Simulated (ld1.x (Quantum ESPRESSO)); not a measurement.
## Rh (Z = 45): variants of one PAW potential

Base potential:

| Property | Result |
| --- | --- |
| Element | Rh (Z = 45) |
| Generator | ld1.x (Quantum ESPRESSO) 7.5 |
| Type | PAW |
| Functional | PBE |
| Relativity | scalar-relativistic |
| Frozen core | [Ar] 3d10 |
| Valence charge | 17 |
| Reference configuration | 4s2 4p6 4d9 5s0 5p0 |
| Partial waves | 4s (bound): rcut 1.35, rcutus 1.55 bohr; 5s (bound, empty): rcut 1.35, rcutus 1.55 bohr; 4p (bound): rcut 1.80, rcutus 2.35 bohr; 5p (bound, empty): rcut 1.80, rcutus 2.35 bohr; 4d (bound): rcut 1.15, rcutus 1.40 bohr; 4d channel at 0.85 Ry: rcut 1.15, rcutus 1.40 bohr |
| Local potential | all-electron potential smoothed inside 2.30 bohr (lloc = -1) |
| Core correction | Bessel-smoothed model core, default radius (core density twice the valence density) |
| Augmentation charge | PSQ, inside the norm-conserving radii |

Cutoffs, loose and tight: the cutoffs (Ry, on a coarse ladder) from which the occupation-weighted sum of valence levels, in a spherical-Bessel basis at the reference potential, stays within 10 and 1 mRy of its value at 400 Ry. They do not see the model core or the augmentation charge, which bear on the density cutoff. Test errors are all-electron minus pseudo excitation energies from the reference, over the configurations 4s2 4p6 4d8 5s1 5p0; 4s2 4p6 4d8 5s0 5p0; 4s2 4p6 4d7 5s0 5p0; 4s1 4p6 4d8 5s1 5p0; 4s2 4p6 4d7 5s1 5p1; 4s2 4p6 4d8.5 5s0.5 5p0; 4s2 4p6 4d6 5s0 5p0. A dash means not determined; rows that change the core or the reference have their own tests. The largest error is taken over the tests solved by every variant that gives reliable tests at all: 4s1 4p6 4d8 5s1 5p0; 4s2 4p6 4d7 5s0 5p0; 4s2 4p6 4d8 5s0 5p0; 4s2 4p6 4d8 5s1 5p0.

```csv
change,outcome,"cutoff, loose","cutoff, tight",bound ghosts,largest test error (meV)
base,generated,50 Ry,90 Ry,none,+29
"waves 4s (bound): rcut 1.16, rcutus 1.24 bohr; 5s (bound): rcut 1.16, rcutus 1.24 bohr",generated,50 Ry,90 Ry,none,-60
"waves 4s (bound): rcut 1.34, rcutus 1.42 bohr; 5s (bound): rcut 1.34, rcutus 1.42 bohr",generated,50 Ry,90 Ry,none,-58
"waves 4s (bound): rcut 1.35, rcutus 1.72 bohr; 5s (bound): rcut 1.35, rcutus 1.72 bohr",generated,50 Ry,90 Ry,none,-63
"waves 4s (bound): rcut 1.35, rcutus 1.84 bohr; 5s (bound): rcut 1.35, rcutus 1.84 bohr",generated,50 Ry,90 Ry,none,-54
"waves 4s (bound): rcut 1.35, rcutus 2.02 bohr; 5s (bound): rcut 1.35, rcutus 2.02 bohr",generated,50 Ry,90 Ry,none,test run stopped at test 1 of 7 (negative rho)
"waves 4s (bound): rcut 1.35, rcutus 2.28 bohr; 5s (bound): rcut 1.35, rcutus 2.28 bohr",generated,50 Ry,90 Ry,none,test run stopped at test 1 of 7 (negative rho)
```

What comes out with this change to the base: waves 4s (bound): rcut 1.00, rcutus 1.06 bohr; 5s (bound): rcut 1.00, rcutus 1.06 bohr?

outcome: generated; cutoff, loose: 55 Ry; cutoff, tight: 110 Ry; bound ghosts: none; largest test error (meV): -47.

Reading the sweep of the s radius (base included, trends over the rows without a ghost): The loose cutoff stays near 50 Ry. The median size of the test errors (rows with all tests solved) is not monotonic: lowest 1.4 meV at 1.06 bohr, highest 14.9 meV at 1.55 bohr.
